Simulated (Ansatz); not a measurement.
```yaml
crystal:
  periodic: [false, false, false]
  atoms:
    - {symbol: O, position_ang: [0.906801, -0.597040, 1.049500]}
    - {symbol: C, position_ang: [0.452052, -0.301617, -0.141206]}
    - {symbol: O, position_ang: [0.444790, -1.230426, -1.061097]}
    - {symbol: S, position_ang: [-1.875787, 0.546476, 0.096954]}
    - {symbol: B, position_ang: [-0.094504, 1.155553, -0.472758]}
    - {symbol: F, position_ang: [0.443174, 2.149676, 0.305076]}
    - {symbol: H, position_ang: [1.065366, -1.541516, 1.189625]}
    - {symbol: H, position_ang: [0.510341, -2.131990, -0.714425]}
    - {symbol: H, position_ang: [-1.611083, 0.567362, 1.414403]}
    - {symbol: H, position_ang: [-0.158149, 1.332422, -1.663072]}
basis:
  gaussian: {orbitals: def2-mTZVP}
magnetization: {spin_polarized: true, initial_magnetization: 6}
hamiltonian: {xc: {name: B2GP-PLYP}}
output: {forces: true}
```

```sh
$ ansatz run in.yaml --threads 4 --pin off --events-out ev --progress --plain --max-ram 10444MiB
```

It prints (some lines left out):

```
Functional definition: B2GP-PLYP
1258 factors; integrals over basis functions are off by at most 1.1e-3 eV
mean field evaluation 1: about -19374.5662 eV, gradient 4.1e1 eV
mean field evaluation 2: about -19374.6526 eV, gradient 4.1e1 eV
mean field evaluation 4: about -19382.3509 eV, gradient 1.8e1 eV
mean field evaluation 8: about -19384.8470 eV, gradient 1.0e0 eV
mean field evaluation 16: about -19385.2521 eV, gradient 1.3e1 eV
mean field evaluation 32: about -19385.3095 eV, gradient 8.3e0 eV
mean field evaluation 64: about -19385.3661 eV, gradient 5.7e0 eV
mean field evaluation 96: about -19376.9223 eV, gradient 2.4e1 eV
mean field evaluation 128: about -19386.2978 eV, gradient 2.8e-3 eV
mean field -19386.30560703 eV, -712.4335905483 hartree, gradient 2.4e-6 eV, S^2 12.029477; 8 other end points of the search recorded, 0 dependent functions left out
10 core orbitals not correlated: weight in the atoms' cores, before any rotation towards them, 1.000 or more for the frozen orbitals, at most 0.000 for the correlated occupied ones
reference -19386.30573758 eV, -712.4335953460 hartree; 21, 15 occupied and 108, 114 virtual orbitals, 1258 factors
second order -27.97956027 eV of doubles, -0.00000000 eV of singles
Total energy: -19396.37837927 eV, -712.8037581008 hartree
Atom 0 at     0.906801    -0.597040     1.049500 Å, force     1.676544     3.624660     4.644157 eV/Å
Atom 1 at     0.452052    -0.301617    -0.141206 Å, force    -2.186583     2.488538    -4.230379 eV/Å
Atom 2 at     0.444790    -1.230426    -1.061097 Å, force    -0.537956     0.401369    -1.563951 eV/Å
Atom 3 at    -1.875787     0.546476     0.096954 Å, force    -4.504618    -0.144296    -6.229403 eV/Å
Atom 4 at    -0.094504     1.155553    -0.472758 Å, force     3.933484     0.760846    -1.464673 eV/Å
Atom 5 at     0.443174     2.149676     0.305076 Å, force    -1.099946    -0.702529    -0.183896 eV/Å
Atom 6 at     1.065366    -1.541516     1.189625 Å, force     0.609825    -5.891001     0.108887 eV/Å
Atom 7 at     0.510341    -2.131990    -0.714425 Å, force     1.020392    -1.149812     1.555326 eV/Å
Atom 8 at    -1.611083     0.567362     1.414403 Å, force     1.608399     0.257174     6.846698 eV/Å
Atom 9 at    -0.158149     1.332422    -1.663072 Å, force    -0.519542     0.355051     0.517233 eV/Å
Dipole moment:    -0.407479     0.147025    -0.292843 e Å
```

Q: What is wrong with this run?

A: The spin is set far too high for this molecule. The calculation finished and met its thresholds. The result belongs to that input, not to the molecule as meant.
